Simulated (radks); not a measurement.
Values are calculated unless marked as measured or tabulated.
Initial-state core-level shifts of the germanium ion Ge3+ when its valence configuration changes from [Ar] 3d10 4s1. Level of theory: scalar-relativistic Kohn-Sham, PBE, spin-polarised, spherical densities, finite nucleus; open shells are filled with parallel spins first; Fermi nuclear charge, rms radius 4.0742 fm (a radial shooting solver on a logarithmic mesh with Libxc functionals). Shifts are changes of the shell-averaged eigenvalues in eV (positive: less bound); the change of the density at the nucleus, which sets a Mossbauer isomer shift, is in e/bohr^3, on a base of 3.208e+04.

| valence | 1s | 2s | 2p | 3s | density at nucleus |
|---|---|---|---|---|---|
| 3d9 4s2 | -11.565 | -12.813 | -12.717 | -10.429 | +34.567 |
| 3d8 4s1 4p2 | -26.566 | -29.202 | -28.986 | -23.832 | +18.240 |
| 3d10 4p1 | -1.582 | -1.526 | -1.521 | -1.584 | -24.214 |
| 3d9 4s1 4p1 | -12.906 | -14.133 | -14.027 | -11.786 | +8.514 |
| 3d8 4p3 | -27.946 | -30.561 | -30.335 | -25.219 | -11.772 |
| 3d7.5 4s0.5 4p3 | -34.339 | -37.735 | -37.458 | -30.604 | +7.800 |
| 3d9.5 4s1.5 | -5.661 | -6.267 | -6.219 | -5.148 | +16.575 |
| 3d7.5 4s1.5 4p2 | -33.221 | -36.605 | -36.342 | -29.459 | +38.790 |
| 3d7 4s0.5 4p3.5 | -41.870 | -46.049 | -45.719 | -36.965 | +12.572 |
